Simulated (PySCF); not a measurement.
**CoHCl + F₂ → CoFCl + HF**

Level: PBE0 in the def2-TZVP basis family, all electrons, no relativity, computed in PySCF with density fitting; open shells unrestricted.

```json
{"species": "CoHCl", "state and structure": "quartet, C∞v, Co–Cl 2.149 Å, Co–H 1.567 Å; Cl–Co–H 180.0°", "ZPE (kJ/mol)": "17.2", "H(298 K) − H(0) (kJ/mol)": "11.6", "S° (J/(mol K))": "260.7"}
{"species": "F₂", "state and structure": "singlet, D∞h, F–F 1.376 Å", "ZPE (kJ/mol)": "6.6", "H(298 K) − H(0) (kJ/mol)": "8.7", "S° (J/(mol K))": "201.9"}
{"species": "CoFCl", "state and structure": "quartet, C∞v, Co–Cl 2.112 Å, Co–F 1.742 Å; Cl–Co–F 180.0°", "ZPE (kJ/mol)": "8.0", "H(298 K) − H(0) (kJ/mol)": "13.4", "S° (J/(mol K))": "283.8"}
{"species": "HF", "state and structure": "singlet, C∞v, H–F 0.920 Å", "ZPE (kJ/mol)": "24.9", "H(298 K) − H(0) (kJ/mol)": "8.7", "S° (J/(mol K))": "173.6"}
```

(1) Is the gas-phase reaction uphill or downhill in electronic energy at this level, and by how much?

(2) Add zero-point, thermal and entropy terms for 298.15 K and 1 bar.

Answers

(1) At PBE0/def2-TZVP, ΔE = -635.6 kJ/mol, downhill. Fluorination of this kind underlies dry etching and chamber cleaning.

(2) ΔZPE = 9.1 and Δ[H(298) − H(0)] = 1.8 kJ/mol give ΔH° = -624.7 kJ/mol. ΔS° = -5.2 J/(mol K), so ΔG° = -624.7 − 298.15 × (-0.0052) = -623 kJ/mol.

Open d or f shells are single determinants, so the state found may not be the ground state. Each species is the lowest minimum found with this bonding; other isomers or fragments can lie lower.
